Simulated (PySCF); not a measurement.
Task: What does the PBE0-D3(BJ)/def2-SVP structure of `C[SiH](C)C#N` look like in three dimensions?

Result: 
```xyz
12
C3H7NSi angstrom
C      1.6611   -0.1573   -0.0842
Si    -0.1295    0.1856   -0.5001
C     -1.3205   -0.9444    0.3939
C     -0.5036    1.9392    0.0331
N     -0.7235    3.0223    0.3856
H      1.9313   -1.1861   -0.3692
H      1.8377   -0.0381    0.9956
H      2.3289    0.5340   -0.6198
H     -0.3584    0.1594   -1.9741
H     -2.3649   -0.6783    0.1733
H     -1.1700   -0.8821    1.4824
H     -1.1571   -1.9883    0.0829
```

Orientation and origin are arbitrary. Atoms count from 1 in this order. All 3 C–Si bonds measure 1.869 to 1.871 Å. Si2 (SiH silicon) is distorted tetrahedral (angles from 105.5° to 113.1°).

Bonds between heavy atoms (Å): C1–Si2 1.870, Si2–C3 1.869, Si2–C4 1.871, C4≡N5 1.160.

Theory: PySCF 2.14.0, PBE0-D3(BJ)/def2-SVP geometry optimisation, gas phase.

Whether it is a minimum is left open (no frequencies).
